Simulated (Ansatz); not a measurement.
Consider the hydrogenolysis of the As–C bond: `C[AsH][SiH3]` + H₂ → `[SiH3][AsH2]` + CH₄.

Gas-phase electronic energies from Ansatz, PBE0-D4/def2-TZVP geometries. CBS: MP2 limit from def2 TZ/QZ plus the TZ coupled-cluster correction, frozen cores. This one scheme is used for every species. DFT in def2-TZVPP. HSE06 is defined as in plane-wave codes. For As outer-core shells are correlated without core-valence functions, which leaves a few kJ/mol of doubt a bond. Scalar relativity is left out up to krypton.

```json
{"level": "LDA (SPW92)", "ΔE (kJ/mol)": "-62.6"}
{"level": "HSE06-D4", "ΔE (kJ/mol)": "-61.6"}
{"level": "ωB97X-V", "ΔE (kJ/mol)": "-62.2"}
{"level": "PBE-QIDH", "ΔE (kJ/mol)": "-61.9"}
{"level": "r2SCAN", "ΔE (kJ/mol)": "-62.8"}
{"level": "HSE06", "ΔE (kJ/mol)": "-66.4"}
{"level": "LC-ωPBE", "ΔE (kJ/mol)": "-67.5"}
{"level": "RPA@PBE/def2-TZVPP", "ΔE (kJ/mol)": "-57.5"}
```

What does CCSD(T)/CBS give? (An estimate is asked.)

Ansatz gave: -58.9 kJ/mol. The listed levels differ from it by -3.7, -2.7, -3.3, -3.0, -3.9, -7.5, -8.6, 1.4 kJ/mol.

What do rigid-rotor, harmonic-oscillator terms from PBE0-D4/def2-TZVP frequencies (298.15 K, 1 bar) make of the CCSD(T)/CBS value? (An estimate is asked.)

Ansatz gave: ΔZPE = +13.0 kJ/mol, ΔH = -48.7 kJ/mol, ΔS = 17 J/(mol·K), ΔG = -53.7 kJ/mol.

Largest T1 diagnostic among the species: 0.011.

The D4 term adds +9.4 kJ/mol with B3LYP and +5.1 kJ/mol with PBE0; it sums over pairs of atoms, weighted by their polarisabilities, and B3LYP, whose exchange is more repulsive, gets the larger term. In def2-TZVPP, CCSD(T) changes the Hartree–Fock value by +22.5 kJ/mol (the triples alone add +4.6 kJ/mol) and MP2 by +28.9 kJ/mol. From BLYP to BHLYP (50 % exact exchange), in def2-TZVPP and without D4, ΔE moves by −4.9 kJ/mol.

B3LYP here is the variant with VWN-RPA as its local correlation; programs differ in this.
